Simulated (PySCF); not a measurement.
In(F)2(SMe) (CH3F2InS), SMILES C[S][In]([F])[F].

Geometry optimised at PBE0-D3(BJ)/def2-SVP. The structure was generated by enumeration; whether it is a known compound was not checked. The def2 effective core potentials stand for the cores of In; spin–orbit coupling is left out. One conformer was computed; it need not be the lowest.

These are PBE/def2-TZVP run with PySCF values and carry that method's errors.

Symmetry labels are those of the subgroup Cs that the program uses (full group Cs).

Computed valence orbital energies around the gap with their symmetry:
```tsv
orbital	symmetry	energy (eV)
HOMO−7	A'	-9.80
HOMO−6	A'	-9.38
HOMO−5	A"	-8.96
HOMO−4	A'	-8.78
HOMO−3	A"	-8.60
HOMO−2	A'	-8.50
HOMO−1	A'	-7.78
HOMO	A"	-6.56
LUMO	A'	-3.52
LUMO+1	A"	-1.92
LUMO+2	A'	-1.23
LUMO+3	A'	0.33
```
